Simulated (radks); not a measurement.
Spherical quantum dot in the effective-mass picture: electrons in a parabolic well V = omega^2 r^2 / 2 with omega = 0.968, with a point charge +2 (a donor) at the centre, all in effective atomic units (hartree* = m*/eps^2 hartree, bohr* = eps/m* bohr), one dielectric constant everywhere. Method: non-relativistic Kohn-Sham, LDA (Slater exchange, Perdew-Wang correlation), spin-polarised, spherical densities; computed with a radial shooting solver with Libxc functionals. Levels are named by radial order and angular momentum (1s, 1p, 1d, 2s, ...), and open shells are averaged over m.

N = 22, configuration 1s2 1p6 1d10 2s2 1f(up 2, down 0). This is the lowest configuration that the search found. Occupied and some empty levels:

| level | occupation | eigenvalue (hartree*) | <r> (bohr*) |
|---|---|---|---|
| 1s up | 1 | 9.4200 | 0.9537 |
| 1s down | 1 | 9.4224 | 0.9471 |
| 1p up | 3 | 10.441 | 2.022 |
| 1p down | 3 | 10.460 | 2.011 |
| 2s up | 1 | 10.583 | 2.090 |
| 2s down | 1 | 10.604 | 2.088 |
| 1d up | 5 | 10.995 | 2.395 |
| 1d down | 5 | 11.019 | 2.390 |
| 1f up | 2 | 11.566 | 2.648 |
| 1f down | 0 | 11.594 | 2.647 |
| 2p up | 0 | 11.608 | 2.273 |
| 2p down | 0 | 11.625 | 2.278 |
| 1g up | 0 | 12.177 | 2.853 |
| 1g down | 0 | 12.205 | 2.855 |
| 2d up | 0 | 12.348 | 2.564 |
| 2d down | 0 | 12.365 | 2.566 |

Energy (hartree*): total 138.978, kinetic 22.350, external 26.719, Hartree 100.11, exchange-correlation -10.206.
